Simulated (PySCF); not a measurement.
**Exercise with solution: chemical shift, span and skew from a shielding tensor**

C2H8BN3, SMILES NB1NCCN1. Atoms are numbered in the order given.

```xyz
14

N      0.0000     0.0000     2.2213
B      0.0000     0.0000     0.8023
N      0.1520    -1.1503    -0.0513
C     -0.1399    -0.7580    -1.4246
C      0.1399     0.7580    -1.4246
N     -0.1520     1.1503    -0.0513
H     -0.1142     0.8383     2.7734
H      0.1142    -0.8383     2.7734
H     -0.0830    -2.0971     0.2179
H     -1.1999    -0.9436    -1.6976
H      0.4851    -1.2840    -2.1677
H     -0.4851     1.2840    -2.1677
H      1.1999     0.9436    -1.6976
H      0.0830     2.0971     0.2179
```
Charge 0, spin multiplicity 1.

Geometry: B3LYP-D3(BJ)/def2-SVP. The structure was generated by enumeration, and PubChem lists no compound with its InChIKey, so it may never have been made. One conformer was computed; it need not be the lowest.

GIAO shieldings from KT2/pcSseg-1 in PySCF, non-relativistic, no solvent. The symmetric part of the tensor of N3 has the principal values 172.0, 188.0, 249.2 ppm. The same nucleus in NH3 has σ = 266.2 ppm at this level (PySCF, at its B3LYP-D3(BJ)/def2-TZVP geometry).

Work out the isotropic shielding, the ¹⁵N shift against NH3, the span and the skew.


σ(iso) = (σ11 + σ22 + σ33)/3 = 203.1 ppm. δ = σ(ref) − σ(iso) = 266.2 − (203.1) = 63.1 ppm.
Span Ω = σ33 − σ11 = 77.2 ppm. Skew κ = 3(σ(iso) − σ22)/Ω = 0.59. Tumbling in solution averages the tensor to δ; in a static solid the shielding alone would spread this spin-1/2 line over Ω.
